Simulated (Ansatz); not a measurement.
CH$_{6}$InNO$_{2}$ (SMILES C[NH][In]([OH])[OH]), singlet, at a GFN2-xTB geometry (such geometries of metal compounds can be far from the true shape) (all electrons, no relativity), with bond 4-2 at 1.4 times its length; SC-NEVPT2/STO-3G, CASSCF(4,4) run with Ansatz (a quantum-chemistry and plane-wave program).

Ansatz was given this input:
Ansatz 0.2 input:
```yaml
crystal:
  periodic: [false, false, false]
  atoms:
    - {symbol: In, position_ang: [-0.07258707, -0.01838222, 0.28863830]}
    - {symbol: N, position_ang: [0.86121064, -0.80563710, -1.42276768]}
    - {symbol: C, position_ang: [0.56327447, -0.07010380, -2.63957261]}
    - {symbol: H, position_ang: [0.39101585, -2.14425239, -1.57104193]}
    - {symbol: H, position_ang: [-0.49211814, -0.09252422, -2.93235465]}
    - {symbol: H, position_ang: [1.15565328, -0.50199112, -3.45085172]}
    - {symbol: H, position_ang: [0.86156997, 0.96894225, -2.50441538]}
    - {symbol: O, position_ang: [-1.27643472, 1.51769604, 0.21751846]}
    - {symbol: H, position_ang: [-1.50881169, 1.75943912, 1.11455328]}
    - {symbol: O, position_ang: [0.34758332, -0.54413211, 2.12641473]}
    - {symbol: H, position_ang: [1.03780537, -1.19977540, 2.20381388]}
basis:
  gaussian:
    orbitals: STO-3G
magnetization: {spin_polarized: false}
correlation: {method: sc_nevpt2, electrons: all, active_space: {window: {electrons: 4, orbitals: 4}}}
```

Q: Write the output that Ansatz gives for this input, abridged.

A: 
```
Functional definition: HF
741 factors; integrals over basis functions are off by at most 7.6e-5 eV
mean field evaluation 1: about -161226.6944 eV, gradient 3.2e1 eV
mean field evaluation 2: about -161226.8570 eV, gradient 3.2e1 eV
mean field evaluation 4: about -161230.9420 eV, gradient 1.9e0 eV
mean field evaluation 8: about -161230.9649 eV, gradient 7.3e-4 eV
mean field -161230.96491622 eV, -5925.1286743980 hartree, gradient 1.8e-6 eV, S^2 0.000000; 0 other end points of the search recorded, 0 dependent functions left out; unrestricted orbitals would lower it
reference -161230.96491622 eV, -5925.1286743980 hartree; 42, 42 occupied and 11, 11 virtual orbitals, 741 factors
state -161232.76128154 eV, -5925.1946896058 hartree
state -161232.76128154 eV, -5925.1946896058 hartree; corrected -161237.53272315 eV, -5925.3700368507 hartree
Total energy: -161237.53272315 eV, -5925.3700368507 hartree
```
